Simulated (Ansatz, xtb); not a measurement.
A geometry optimisation of BFGaH3Si2 with r2SCAN-D4/def2-SVP

The starting geometry of this gas-phase singlet was built from a drawn formula by distance geometry; its bonds are those of `[BH2][Ga]([F])[Si]#[SiH]`.

```yaml
atoms:
  - { symbol: B, position_ang: [-1.1033, -0.8973, 1.5824] }
  - { symbol: F, position_ang: [-1.8405, -1.2386, -1.7474] }
  - { symbol: Ga, position_ang: [-0.7806, -0.5334, -0.4471] }
  - { symbol: Si, position_ang: [-1.0460, 1.8376, -1.1297] }
  - { symbol: Si, position_ang: [-1.2467, 3.6958, -1.6029] }
  - { symbol: H, position_ang: [-1.6878, 0.0511, 2.1333] }
  - { symbol: H, position_ang: [0.0094, -1.0685, 2.0488] }
  - { symbol: H, position_ang: [-1.3823, 5.1064, -1.9814] }
```

**Question.** Where would you expect an optimisation with r2SCAN-D4/def2-SVP to take it?

**Answer.** A new bond forms, giving a structure given below by its coordinates. Distances that change by over a tenth: Si4–Si5 (1.93 → 2.12 Å). Contacts that close: Ga3–Si5 (4.41 → 2.50 Å).

The energy falls by 2.47 eV over 36 steps:

| step | E − E(last) (eV) |
| --- | --- |
| 1 | 2.467 |
| 5 | 0.734 |
| 9 | 0.425 |
| 13 | 0.361 |
| 17 | 0.256 |
| 20 | 0.109 |
| 24 | 0.013 |
| 28 | 0.002 |
| 32 | 0.000 |
| 36 | 0.000 |

Final geometry (Å):

```xyz
8

B    -1.0576    0.2458    1.3321
F    -1.5932   -1.4076   -1.4489
Ga   -1.2608    0.1789   -0.7349
Si   -0.9880    1.3840   -2.9849
Si   -1.0592    2.6173   -1.2579
H    -1.8685    0.8014    2.0337
H    -0.0633   -0.1982    1.8556
H    -1.1872    3.3317    0.0612
```

From the same start GFN2-xTB reaches the same bonding as this run.

The end wasn't checked by frequencies. Run with Ansatz 0.2.0, 55 s on 2 threads of Intel(R) Xeon(R) 6975P-C (Granite Rapids) (shared host).
